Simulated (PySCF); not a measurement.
Q: Give a PBE0-D3(BJ)/def2-SVP geometry of InChI=1S/CH6F2SeSi2/c2-1(3)6-4-5/h1H,6H2,5H3.

A: 
```xyz
12
CH6F2SeSi2 angstrom
F     -0.5980   -1.6758    0.0055
C     -1.5342   -0.7970   -0.4531
F     -2.7316   -1.1460    0.0837
Si    -1.0659    0.9773    0.1244
Se     0.9120    1.6183   -0.8015
Si     2.2173   -0.0034    0.1786
H     -1.5984   -0.9180   -1.5501
H     -1.0076    0.9451    1.6134
H     -2.1043    1.9270   -0.3634
H      3.5896    0.5783    0.2166
H      1.7294   -0.2757    1.5605
H      2.2316   -1.2572   -0.6241
```

Any rigid rotation of these coordinates is as good. Atoms count from 1 in this order. Si4 (SiH2 silicon) is tetrahedral (angles from 106.8° to 112.2°). Si6 (SiH3 silicon) is distorted tetrahedral (angles from 105.0° to 111.7°). Of the pairs four or more bonds apart, F1···Si6 is among the closest relative to their van der Waals radii: 3.28 Å, 92 % of the sum of Bondi's values. The 2 Se–Si bonds span 2.276 Å (Si4–Se5, drawn single) to 2.301 Å (Se5–Si6, drawn single), a spread of 0.025 Å.

Bonds between heavy atoms (Å): F1–C2 1.363, C2–F3 1.358, C2–Si4 1.924, Si4–Se5 2.276, Se5–Si6 2.301.

Method: PySCF, PBE0-D3(BJ)/def2-SVP geometry optimisation, gas phase.

Point group: C1 (no symmetry element, even within 0.4 Å). No PBE0-D3(BJ)/def2-SVP frequencies stand behind this structure, so it isn't proved a minimum. The numbers are those of one conformer (F1–C2–Si4–Se5 64°, C2–Si4–Se5–Si6 -63°).

The run took 87 s of wall time on one thread, Arm Neoverse V2 (aarch64), no GPU, shared host with 192 logical CPUs at a one-minute load of 65, and the process peaked at 0.56 GiB of memory. These figures are those of the optimisation.
